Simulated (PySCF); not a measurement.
**Dipole response of Si (silicon, neutral)**

[Ne] 3s2 3p2, high-spin 3P determinant. Calculation: PySCF 2.14, in aug-cc-pV(5+d)Z (8s7p6d4f3g2h, 136 functions); no relativity, point nucleus. Coupled (time-dependent) response in atomic units; α is the mean over directions.

```json
{"method": "UHF", "mean α (bohr³)": "38.46", "α xx, yy, zz": "32.61, 41.39, 41.39", "C₆ (like pair)": "315.9", "S(−4)": "560.2"}
{"method": "PBE", "mean α (bohr³)": "41.82", "α xx, yy, zz": "34.13, 45.66, 45.66", "C₆ (like pair)": "343.5", "S(−4)": "782.0"}
{"method": "PBE0", "mean α (bohr³)": "39.87", "α xx, yy, zz": "33.12, 43.25, 43.25", "C₆ (like pair)": "325.8", "S(−4)": "660.7"}
```

S(−4) is the Cauchy moment in α(ω) = α(0) + S(−4) ω² + …

Reference α: 37.3 ± 0.7 bohr³ (recommended; Schwerdtfeger and Nagle, table of static dipole polarizabilities (2023 update)). Published C₆: 305.0 (Chu and Dalgarno (2004); Tang, Norbeck and Certain (1976)).

α(iu) at PBE:

| u (hartree) | α(iu) (bohr³) |
| --- | --- |
| 0 | 41.82 |
| 0.0500 | 39.99 |
| 0.100 | 35.60 |
| 0.200 | 25.73 |
| 0.300 | 18.26 |
| 0.500 | 9.879 |
| 0.750 | 5.378 |
| 1.00 | 3.356 |
| 1.50 | 1.690 |
| 2.00 | 1.044 |
| 3.00 | 0.5436 |
| 5.00 | 0.2489 |

A single London oscillator, α(iu) = α/(1 + u²/ω²), gives C₆ = (3/4) ω α². Matching the computed C₆ needs ω = 4 × 343.5 / (3 × 41.82²) = 0.262 hartree.

The components differ because the open shell of this determinant is not spherical; for a pure term their mean is the scalar polarisability.
